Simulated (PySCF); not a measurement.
C₆H₁₁Cl.
Bonds: C1–C2, C2–C3, C2–C4 (double), C4–C5, C4–C6, C6–Cl7. Hydrogens: H8, H9, H10 on C1; H11, H12, H13 on C3; H14, H15, H16 on C5; H17, H18 on C6.

The same species was optimised twice, with GFN2-xTB and with PBE0-D3(BJ)/def2-SVP (PySCF), and the same property calculations (PySCF, gas phase) were run on both structures.

| coordinate | GFN2-xTB | PBE0-D3(BJ)/def2-SVP | change |
| --- | --- | --- | --- |
| C2=C4 (Å) | 1.336 | 1.351 | +0.015 |
| C6–Cl7 (Å) | 1.808 | 1.812 | +0.004 |
| C4–C5 (Å) | 1.503 | 1.500 | -0.003 |
| C1–C2 (Å) | 1.502 | 1.501 | -0.001 |
| C2–C3 (Å) | 1.503 | 1.504 | +0.001 |
| C4–C6 (Å) | 1.495 | 1.495 | 0.000 |
| C1–C2–C3 (°) | 114.9 | 113.2 | -1.7 |
| C2–C4–C5 (°) | 123.9 | 125.2 | +1.3 |
| C4–C6–Cl7 (°) | 110.6 | 111.8 | +1.2 |
| C3–C2–C4 (°) | 122.5 | 123.4 | +0.9 |
| C1–C2–C4 (°) | 122.5 | 123.4 | +0.9 |
| C5–C4–C6 (°) | 114.1 | 113.3 | -0.8 |
| C2–C4–C6 (°) | 122.0 | 121.6 | -0.4 |
| C2–C4–C6–Cl7 (°) | -86 | -102 | -16 |

Rotational constants: A = 3093, B = 1399, C = 1089 MHz (GFN2-xTB) against A = 3250, B = 1301, C = 1040 MHz (PBE0-D3(BJ)/def2-SVP). Point groups within 0.08 Å: C1 and C1.

On the GFN2-xTB structure: lowest singlet, TDDFT (eV) 5.97 [CAM-B3LYP/def2-SVPD]; lowest triplet, Tamm–Dancoff (eV) 3.86 [CAM-B3LYP/def2-SVPD]; isotropic polarisability (au) 88.2 [CAM-B3LYP/def2-SVPD]; HOMO (eV) -8.00 [CAM-B3LYP/def2-SVPD]; LUMO (eV) 0.82 [CAM-B3LYP/def2-SVPD]; dipole (D) 2.34 [CAM-B3LYP/def2-SVPD]; HOMO (eV) -6.71 [PBE0/pcSseg-1]; LUMO (eV) -0.14 [PBE0/pcSseg-1]; dipole (D) 2.36 [PBE0/pcSseg-1]; GIAO shielding of C1 (ppm) 162.9 [PBE0/pcSseg-1]; GIAO shielding of C2 (ppm) 43.9 [PBE0/pcSseg-1]; GIAO shielding of C3 (ppm) 164.5 [PBE0/pcSseg-1]; GIAO shielding of C4 (ppm) 52.6 [PBE0/pcSseg-1]; GIAO shielding of C5 (ppm) 166.5 [PBE0/pcSseg-1]; GIAO shielding of C6 (ppm) 134.6 [PBE0/pcSseg-1]; GIAO shielding of Cl7 (ppm) 838.5 [PBE0/pcSseg-1].

**Question.** What do these properties become on the PBE0-D3(BJ)/def2-SVP structure?

**Answer.** 
```json
{"property": "lowest singlet, TDDFT (eV)", "level": "CAM-B3LYP/def2-SVPD", "on GFN2-xTB": "5.97", "on PBE0-D3(BJ)/def2-SVP": "6.15", "change": "+0.18"}
{"property": "lowest triplet, Tamm–Dancoff (eV)", "level": "CAM-B3LYP/def2-SVPD", "on GFN2-xTB": "3.86", "on PBE0-D3(BJ)/def2-SVP": "3.91", "change": "+0.05"}
{"property": "isotropic polarisability (au)", "level": "CAM-B3LYP/def2-SVPD", "on GFN2-xTB": "88.2", "on PBE0-D3(BJ)/def2-SVP": "90.9", "change": "+2.7"}
{"property": "HOMO (eV)", "level": "CAM-B3LYP/def2-SVPD", "on GFN2-xTB": "-8.00", "on PBE0-D3(BJ)/def2-SVP": "-8.09", "change": "-0.09"}
{"property": "LUMO (eV)", "level": "CAM-B3LYP/def2-SVPD", "on GFN2-xTB": "0.82", "on PBE0-D3(BJ)/def2-SVP": "0.82", "change": "0.00"}
{"property": "dipole (D)", "level": "CAM-B3LYP/def2-SVPD", "on GFN2-xTB": "2.34", "on PBE0-D3(BJ)/def2-SVP": "2.43", "change": "+0.09"}
{"property": "energy, GFN2-xTB geometry as zero (kcal/mol)", "level": "CAM-B3LYP/def2-SVPD", "on GFN2-xTB": "0.0", "on PBE0-D3(BJ)/def2-SVP": "-1.9", "change": "-1.9"}
{"property": "HOMO (eV)", "level": "PBE0/pcSseg-1", "on GFN2-xTB": "-6.71", "on PBE0-D3(BJ)/def2-SVP": "-6.82", "change": "-0.11"}
{"property": "LUMO (eV)", "level": "PBE0/pcSseg-1", "on GFN2-xTB": "-0.14", "on PBE0-D3(BJ)/def2-SVP": "-0.16", "change": "-0.02"}
{"property": "dipole (D)", "level": "PBE0/pcSseg-1", "on GFN2-xTB": "2.36", "on PBE0-D3(BJ)/def2-SVP": "2.46", "change": "+0.10"}
{"property": "energy, GFN2-xTB geometry as zero (kcal/mol)", "level": "PBE0/pcSseg-1", "on GFN2-xTB": "0.0", "on PBE0-D3(BJ)/def2-SVP": "-1.6", "change": "-1.6"}
{"property": "GIAO shielding of C1 (ppm)", "level": "PBE0/pcSseg-1", "on GFN2-xTB": "162.9", "on PBE0-D3(BJ)/def2-SVP": "162.3", "change": "-0.6"}
{"property": "GIAO shielding of C2 (ppm)", "level": "PBE0/pcSseg-1", "on GFN2-xTB": "43.9", "on PBE0-D3(BJ)/def2-SVP": "43.7", "change": "-0.2"}
{"property": "GIAO shielding of C3 (ppm)", "level": "PBE0/pcSseg-1", "on GFN2-xTB": "164.5", "on PBE0-D3(BJ)/def2-SVP": "163.2", "change": "-1.3"}
{"property": "GIAO shielding of C4 (ppm)", "level": "PBE0/pcSseg-1", "on GFN2-xTB": "52.6", "on PBE0-D3(BJ)/def2-SVP": "50.8", "change": "-1.8"}
{"property": "GIAO shielding of C5 (ppm)", "level": "PBE0/pcSseg-1", "on GFN2-xTB": "166.5", "on PBE0-D3(BJ)/def2-SVP": "166.9", "change": "+0.4"}
{"property": "GIAO shielding of C6 (ppm)", "level": "PBE0/pcSseg-1", "on GFN2-xTB": "134.6", "on PBE0-D3(BJ)/def2-SVP": "134.1", "change": "-0.5"}
{"property": "GIAO shielding of Cl7 (ppm)", "level": "PBE0/pcSseg-1", "on GFN2-xTB": "838.5", "on PBE0-D3(BJ)/def2-SVP": "832.3", "change": "-6.1"}
```

The heavy atoms differ by 0.136 Å rms after alignment. Among the bonds compared C2=C4 changes most (+0.015 Å). Changes are differences of the printed values. Neither structure is proved a minimum here.

Shape of the structure used: `[CH3:1][C:2]([CH3:3])=[C:4]([CH3:5])[CH2:6][Cl:7]`: C2–C4–C6–Cl7 -102°.
